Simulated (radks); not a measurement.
Values are calculated unless marked as measured or tabulated.
All-electron atom: Ba25+ in [Ar] 3d10 4s2 4f1 (not the ground configuration).

Level of theory: scalar-relativistic Kohn-Sham, MS2 meta-GGA, spin-polarised, spherical densities, finite nucleus; open shells are filled with parallel spins first (spin-orbit coupling, left out, can overturn this in heavy ions); meta-GGA in the generalised Kohn-Sham scheme; Fermi nuclear charge, rms radius 4.8378 fm (a radial shooting solver on a logarithmic mesh with Libxc functionals).

Energy parts (eV):
part                      energy
total                 -213068.03
kinetic                225348.25
electron-nucleus      -490082.78
Hartree                 56278.52
exchange-correlation    -4612.02

Orbitals (lengths in bohr, moments of r in powers of bohr; r(max) is where P^2 peaks):
| orbital | occ. | eigenvalue (eV) | <r^4> | <r> | r(max) |
|---|---|---|---|---|---|
| 1s down | 1 | -38105.51 | 2.072e-06 | 0.02557 | 0.01642 |
| 1s up | 1 | -38105.50 | 2.072e-06 | 0.02557 | 0.01642 |
| 2s up | 1 | -6693.291 | 0.0003425 | 0.1094 | 0.09267 |
| 2s down | 1 | -6693.270 | 0.0003426 | 0.1094 | 0.09267 |
| 2p up | 3 | -6081.769 | 0.0002495 | 0.09597 | 0.07458 |
| 2p down | 3 | -6081.759 | 0.0002495 | 0.09597 | 0.07458 |
| 3s up | 1 | -1994.242 | 0.01334 | 0.2875 | 0.2639 |
| 3s down | 1 | -1993.837 | 0.01329 | 0.2873 | 0.2639 |
| 3p up | 3 | -1796.008 | 0.01374 | 0.2848 | 0.2580 |
| 3p down | 3 | -1795.380 | 0.01369 | 0.2845 | 0.2579 |
| 3d up | 5 | -1515.016 | 0.01110 | 0.2600 | 0.2120 |
| 3d down | 5 | -1514.233 | 0.01105 | 0.2598 | 0.2119 |
| 4s up | 1 | -887.8416 | 0.2265 | 0.6007 | 0.5843 |
| 4s down | 1 | -884.0089 | 0.2274 | 0.6013 | 0.5842 |
| 4p up | 0 | -815.7459 | 0.2581 | 0.6167 | 0.5994 |
| 4p down | 0 | -811.8736 | 0.2589 | 0.6172 | 0.5992 |
| 4d up | 0 | -713.3562 | 0.2904 | 0.6261 | 0.6028 |
| 4d down | 0 | -709.2812 | 0.2910 | 0.6263 | 0.6024 |
| 4f up | 1 | -608.6011 | 0.2655 | 0.6069 | 0.5318 |
| 4f down | 0 | -604.2580 | 0.2652 | 0.6061 | 0.5305 |
| 5s up | 0 | -503.1299 | 1.905 | 1.034 | 1.062 |
| 5s down | 0 | -498.8854 | 1.936 | 1.038 | 1.066 |
| 5f up | 0 | -378.3754 | 2.836 | 1.113 | 1.153 |
| 5f down | 0 | -374.7636 | 2.919 | 1.122 | 1.160 |

The highest occupied level is 4f up at -608.60 eV. The configuration is held as typed, so some empty levels lie below it. Summed over all electrons, <r^2> = 2.866 bohr^2, which gives a Langevin (diamagnetic) susceptibility term of -2.27 x 10^-6 cm^3/mol.
